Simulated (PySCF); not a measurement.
Gallium: a sound run and one with changed settings

Sound run: Ga [Ar] 3d10 4s2 4p1, Ga+ [Ar] 3d10 4s2. All numbers are calculated (PySCF 2.14, the non-relativistic Hamiltonian (point nucleus), in pcseg-2 (6s5p3d1f, 43 functions)). The sound run starts from symmetry-adapted Hartree-Fock orbitals and uses a fine grid where one is needed.

Changed run: initial guess sap, at most 3 SCF cycles. This setting is unsound on purpose.

```json
{"species": "Ga", "method": "UHF", "sound run (hartree)": "-1923.23240", "changed run (hartree)": "-1923.23208", "converged": "no"}
{"species": "Ga", "method": "TPSS", "sound run (hartree)": "-1924.83503", "changed run (hartree)": "-1924.83416", "converged": "no"}
{"species": "Ga", "method": "BP86", "sound run (hartree)": "-1925.12030", "changed run (hartree)": "-1925.11945", "converged": "no"}
{"species": "Ga+", "method": "UHF", "sound run (hartree)": "-1923.02726", "changed run (hartree)": "-1923.02726", "converged": "no"}
{"species": "Ga+", "method": "TPSS", "sound run (hartree)": "-1924.61400", "changed run (hartree)": "-1924.61399", "converged": "no"}
{"species": "Ga+", "method": "BP86", "sound run (hartree)": "-1924.89477", "changed run (hartree)": "-1924.89476", "converged": "no"}
```

The SCF was stopped early; the energies are upper bounds that still move, and correlated levels were skipped or rest on poor orbitals.
